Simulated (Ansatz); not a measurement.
Reaction (substitution at a C–O bond): `CC(=O)O[SiH3]` + CH₃OH → `COC(C)=O` + `O[SiH3]`

Gas-phase electronic energies from Ansatz, PBE0-D4/def2-TZVP geometries. CBS: MP2 limit from def2 TZ/QZ plus the TZ coupled-cluster correction, frozen cores. This one scheme is used for every species. DFT in def2-TZVPP.

| level | ΔE (kJ/mol) |
| --- | --- |
| BLYP | -20.4 |
| CCSD/def2-TZVPP | -18.5 |

Question: What does CCSD(T)/CBS give? (An estimate is asked.)

Answer: The calculation gave: -18.6 kJ/mol. The listed levels differ from it by -1.8, 0.1 kJ/mol.

Question: What do rigid-rotor, harmonic-oscillator terms from PBE0-D4/def2-TZVP frequencies (298.15 K, 1 bar) make of the CCSD(T)/CBS value? (An estimate is asked.)

Answer: Ansatz gave: ΔZPE = -0.8 kJ/mol, ΔH = -19.4 kJ/mol, ΔS = 9 J/(mol·K), ΔG = -22.2 kJ/mol. Modes under 50 cm⁻¹ make the entropy rough.

Largest T1 diagnostic among the species: 0.014.

Leaving LDA and LC-ωPBE aside and taking each functional with its dispersion term where it has one, the values, not all of them listed here, spread over 4.1 kJ/mol, from B97M-V to revPBE-D4. At CCSD(T), def2-SVP lies +5.1 kJ/mol from the extrapolated value and def2-TZVPP −0.1 kJ/mol.
